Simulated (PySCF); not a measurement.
# Low-lying terms of Ba²⁺ (barium, charge +2)

Ground state [Xe], ¹S. Computed with PySCF 2.14 in aug-cc-pVTZ-X2C with one added diffuse shell each of s, p, d, f type (10s9p7d4f, 100 functions), with the spin-free X2C one-electron Hamiltonian (Gaussian nucleus). Vertical excitation energies in eV without spin-orbit coupling; excited terms of each kind are numbered among those the solver found. Frozen: [Kr].

```
 term  leading excitation  EOM-EE-CCSD
1 3P°              5p → d       17.252
1 3F°              5p → d       18.102
1 1D°              5p → d       19.201
1 1F°              5p → d       19.208
1 3D°              5p → d       19.236
1 1P°              5p → s       19.556
 1 3S              5p → p       22.070
 1 3D              5p → p       22.719
 1 1D              5p → p       22.906
 1 1P              5p → p       23.102
 1 3P              5p → p       23.128
 1 1S              5p → p       23.729
```

The spin-orbit splitting of the hole, absent here, rivals or exceeds the spacing of these terms, so the LS terms are model states.

The solver can miss terms. Rydberg members are limited by the diffuse functions of the basis.
